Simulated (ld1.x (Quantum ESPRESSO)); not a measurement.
## manganese: one change to a TM potential, before and after

| Property | Result |
| --- | --- |
| Element | Mn (Z = 25) |
| Generator | ld1.x (Quantum ESPRESSO) 7.5 |
| Type | norm-conserving Troullier–Martins (Kleinman–Bylander form) |
| Functional | Wu–Cohen |
| Relativity | scalar-relativistic |
| Frozen core | [Ne] 3s2 |
| Valence charge | 13 |
| Reference configuration | 3p6 3d6 4s1 4p0 |
| Partial waves | 3p (bound): rc 0.95 bohr; 3d (bound): rc 1.60 bohr; 4s (bound): rc 2.10 bohr |
| Local potential | the s channel |
| Core correction | none |

All-electron outer shells of the reference configuration (Wu–Cohen, scalar-relativistic, ld1.x):

| shell | level (eV) | outermost node (bohr) | outermost maximum (bohr) |
| --- | --- | --- | --- |
| 2p | -625.48 | – | 0.19 |
| 3s | -81.40 | 0.34 | 0.74 |
| 3p | -50.38 | 0.31 | 0.75 |
| 4s | -4.14 | 1.06 | 2.63 |
| 3d | -3.39 | – | 0.77 |
| 4p | -0.86 | 1.18 | 3.74 |

Change: reference 3p6 3d5 4s1.5 4p0.5.

Cutoffs: the cutoffs (Ry, on a coarse ladder) from which the occupation-weighted sum of valence levels, in a spherical-Bessel basis at the reference potential, stays within 10 and 1 mRy of its value at 400 Ry; they do not see the model core or the augmentation charge, which bear on the density cutoff. Errors are all-electron minus pseudo energies relative to the spin-unpolarised reference configuration.

Task: What does the change do?

Result: The potential gets neither clearly harder nor softer (110 Ry and 200 Ry → 110 Ry and 200 Ry); the miss of the reference levels goes from 0.00 to 0.55 eV; neither file shows a bound ghost at the reference potential, the only one tested.

| quantity | base | changed |
| --- | --- | --- |
| cutoff, loose | 110 Ry | 110 Ry |
| cutoff, tight | 200 Ry | 200 Ry |
| loose cutoff by channel (10 mRy a level) | p 55 Ry, d 80 Ry, s 6 Ry | p 60 Ry, d 80 Ry, s 6 Ry |
| bound ghosts | none | none |
| largest miss of a reference level, eV | 0.00 | 0.55 |
| largest error over its own tests, meV | -1542 | +1367 |
| s: phases at 2.31 bohr within 0.05 rad from the reference energy up to (Ry; the scan ends near 5) | 2.7 | 2.8 |
| p: phases at 2.31 bohr within 0.05 rad from the reference energy up to (Ry; the scan ends near 5) | -1.1 | -1.3 |
| d: phases at 2.31 bohr within 0.05 rad from the reference energy up to (Ry; the scan ends near 5) | 0.7 | 0.4 |

Base: These tests converged, but a pseudo level misses the all-electron one widely, so the file describes the atom poorly there or has found another state: 3p6 3d4 4s0 4p0: empty 4p by 2.9 eV. Changed file: These tests converged, but a pseudo level misses the all-electron one widely, so the file describes the atom poorly there or has found another state: 3p6 3d3 4s0 4p0: empty 4p by 4.8 eV (a node warning on the way). The 4p level has no wave, so the channel is fitted at the deeper level alone: the likely source of the large errors.
